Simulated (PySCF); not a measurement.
HCl₃OZr, charge -1, doublet, at the geometry of the source list (the multiplicity is a formal guess) (core potentials on Zr), with bond 2-1 at 1.3 times its length.

Input for PySCF:
```python
from pyscf import gto, scf

mol = gto.M(
    atom='''
Zr    0.257200   -0.080600   -0.012700
Cl    2.676370    1.282060   -0.987570
Cl    0.947900   -0.886800    1.988100
Cl    0.233500   -1.956500   -1.279100
O    -1.323900    0.824000    0.013400
H    -2.232800    1.132300    0.052700
''',
    basis='def2-sv(p)',
    ecp={'Zr': 'def2-sv(p)'},
    charge=-1,
    spin=1,
    verbose=4,
)

mf = scf.UHF(mol)
mf = mf.density_fit(auxbasis='def2-universal-jkfit')
mf.kernel()
mf.analyze()
```

Estimate the HOMO energy that DF-HF/def2-SV(P) (PySCF) returns for this input.

-2.29 eV

Estimate the total energy that DF-HF/def2-SV(P) returns for this input.

-1500.2394 Eh

Predict the nuclear repulsion energy from DF-HF/def2-SV(P).

350.5087 Eh

Estimate the <S^2> that DF-HF/def2-SV(P) returns for this input.

0.753

What is the computed number of basis functions (DF-HF/def2-SV(P))?

94

These values belong to the state on which the SCF converged, which isn't shown to be the lowest.
